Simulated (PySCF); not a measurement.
**Broadened absorption spectrum of nitrosobenzene**

Compound: nitrosobenzene, C₆H₅NO.
Geometry (PBE0-D3(BJ)/def2-SVP, Å), atoms numbered from 1 in this order:
```xyz
13
C6H5NO angstrom
O     -2.3167   -2.2473    0.1086
N     -2.2685   -1.0894   -0.2092
C     -0.9788   -0.4739   -0.0912
C     -0.9166    0.8722   -0.4545
C      0.2968    1.5492   -0.3684
C      1.4317    0.8724    0.0788
C      1.3629   -0.4785    0.4411
C      0.1565   -1.1585    0.3578
H     -1.8332    1.3572   -0.7981
H      0.3613    2.6028   -0.6488
H      2.3854    1.4015    0.1473
H      2.2609   -0.9945    0.7892
H      0.0537   -2.2112    0.6291
```

Level of theory: TDDFT CAM-B3LYP/def2-SVPD, vertical, gas phase, core orbitals frozen in the response (PySCF).

Broadening: Gaussians 0.4 eV wide at half height, area fixed by f = 4.319×10⁻⁹ ∫ε dν̃. The width is an assumption, not a result. The curve ends short of the highest state used, and states not computed would add to its high-energy end.

(E (eV), ε (L mol⁻¹ cm⁻¹)): (0.93, 0), (1.18, 2), (1.42, 17), (1.66, 16), (1.91, 2), (2.15, 0), (2.40, 0), (2.64, 0), (2.89, 0), (3.13, 0), (3.38, 0), (3.62, 0), (3.86, 1), (4.11, 88), (4.35, 1352), (4.60, 8901), (4.84, 17677), (5.09, 5077), (5.33, 207), (5.58, 11), (5.82, 153), (6.07, 3081), (6.31, 10615), (6.55, 15954)

(1) Locate the maxima and give the states behind the curve.

(2) Does any computed singlet lie in the visible range?

(3) On this curve, what absorbance would a 10⁻³ mol/L sample give at 248 nm over a 1 cm path?

(4) Coming from long wavelengths, where does ε first pass 100 L mol⁻¹ cm⁻¹?

Results:

(1) 810 nm (1.53 eV), ε about 21, made up of S1 (100%); 257 nm (4.82 eV), ε about 18000, made up of S3 (98%) (ε in L mol⁻¹ cm⁻¹; maxima over ε = 5, shares over 10%). At its high-energy end, 6.55 eV, the curve is still rising (ε about 16000, from S6 and S8). The states used: S1 1.53 eV (f 0.0003); S2 4.52 eV (f 0.025); S3 4.82 eV (f 0.259); S4 5.46 eV (f 0.0001); S5 5.94 eV (f 0.0006); S6 6.32 eV (f 0.131); S7 6.37 eV (f 0.0006); S8 6.67 eV (f 0.233); S9 7.13 eV (f 0.0001); S10 7.15 eV (f 0.0077).

(2) No computed singlet lies between 380 and 750 nm, and the lowest lies beyond, at 810 nm; a Tamm–Dancoff triplet lies at 395 nm, without intensity as long as spin–orbit coupling is left out.

(3) 248 nm is 4.999 eV, where ε is about 10000 L mol⁻¹ cm⁻¹, so A = ε c l ≈ 10 (Beer–Lambert, with the gas-phase spectrum and the assumed width).

(4) At about 301 nm (4.12 eV), 2.59 eV above S1.

All these states lie below the vertical ionisation energy of 8.70 eV (ΔSCF).

One conformer stands for the species.
